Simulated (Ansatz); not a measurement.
Sn₂F₅⁻, relaxed as a singlet with RKS B3LYP-D4/def2-SVPD in Ansatz, starting from the GFN2-xTB geometry. Force threshold 0.02 eV/Å.

In the def2 sets Sn takes a core potential; there is no spin–orbit coupling. The structure comes from a short search, and lower isomers may exist.

Start:

Cartesian coordinates in Å:
```
Sn -0.028 1.944 1.179
Sn -0.257 -1.809 -1.269
F -0.681 -0.804 -3.149
F 0.893 -3.587 -1.784
F -1.941 1.481 2.109
F 0.808 -0.159 0.230
F 1.206 2.934 2.684
```

**Question.** Estimate the energy that the relaxation releases and the steps that it takes.

**Answer.** 33.7 kcal/mol, in 16 steps; 37 s on 4 threads of Intel Xeon 6975P-C on a shared host. The force fell under the threshold at step 14, but the optimiser went on. No frequencies were taken in this run, so the end may be a saddle point.

**Question.** Does the start keep its bonding and symmetry?

**Answer.** By distances, no bond broke or formed. The bond that changes most is Sn2–F6, from 2.47 to 2.19 Å (atoms count from 1). The end is the same structure that another start reached, the lowest one found.

**Question.** Predict the relaxed structure.

**Answer.** 
```xyz
7

Sn    0.1549    1.8056    0.4526
Sn   -0.5097   -1.6780   -0.5686
F    -0.8309   -0.2458   -1.9795
F     0.9876   -2.6069   -1.5884
F    -1.5945    0.9459    1.0436
F     0.8918   -0.2418    0.3071
F     0.9007    2.0210    2.3333
```
Bond lengths (bridged metal pairs left out): 6 × F–Sn 2.03 to 2.19 Å.
